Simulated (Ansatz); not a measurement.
C₁₂H₄N₄⁺, that is TCNQ with one electron fewer. The state is a doublet with charge 1. Geometry PBE-D4/def2-SVP, that of the neutral singlet; atoms count from 1.

```xyz
20

N     1.593    2.702   -3.554
C     0.785    1.953   -3.141
C    -0.188    1.045   -2.628
C    -1.259    0.686   -3.499
N    -2.147    0.383   -4.209
C    -0.095    0.526   -1.322
C     0.997    0.899   -0.452
C     1.088    0.394    0.818
C     0.094   -0.525    1.322
C     0.188   -1.045    2.628
C    -0.785   -1.954    3.141
N    -1.592   -2.703    3.553
C     1.260   -0.687    3.499
N     2.148   -0.385    4.208
C    -0.998   -0.898    0.453
C    -1.088   -0.393   -0.817
H     1.758    1.599   -0.829
H     1.923    0.684    1.473
H    -1.759   -1.598    0.829
H    -1.923   -0.683   -1.473
```

(1) Estimate the Mulliken populations from the PBE0/def2-SVP orbitals of Ansatz.

(2) Where does the spin sit?

(3) And the Mayer bond orders between heavy atoms (over 0.3)?

Answers

(1) 
```
atom  charge (e)  spin (α − β)
  N1        0.15          0.20
  C2       -0.01         -0.13
  C3       -0.15          0.41
  C4       -0.01         -0.13
  N5        0.15          0.20
  C6        0.11         -0.14
  C7        0.02          0.05
  C8        0.02          0.05
  C9        0.11         -0.14
 C10       -0.15          0.41
 C11       -0.01         -0.13
 N12        0.15          0.20
 C13       -0.01         -0.13
 N14        0.15          0.20
 C15        0.02          0.05
 C16        0.02          0.05
 H17        0.11          0.00
 H18        0.11          0.00
 H19        0.11          0.00
 H20        0.11          0.00
```
Mulliken values depend strongly on the basis.

(2) Summed by element: N 0.80, C 0.20, H -0.01, of 1 unpaired in all. Largest on single atoms: C10 0.41, C3 0.41, N14 0.20.

(3) N1–C2 2.85 (1.18 Å); C2–C3 1.16 (1.43 Å); C3–C4 1.16 (1.43 Å); C3–C6 1.36 (1.41 Å); C4–N5 2.85 (1.18 Å); C6–C7 1.16 (1.44 Å); C6–C16 1.16 (1.44 Å); C7–C8 1.55 (1.37 Å); C8–C9 1.16 (1.44 Å); C9–C10 1.36 (1.41 Å); C9–C15 1.16 (1.44 Å); C10–C11 1.16 (1.43 Å); C10–C13 1.16 (1.43 Å); C11–N12 2.85 (1.18 Å); C13–N14 2.85 (1.18 Å); C15–C16 1.55 (1.37 Å).
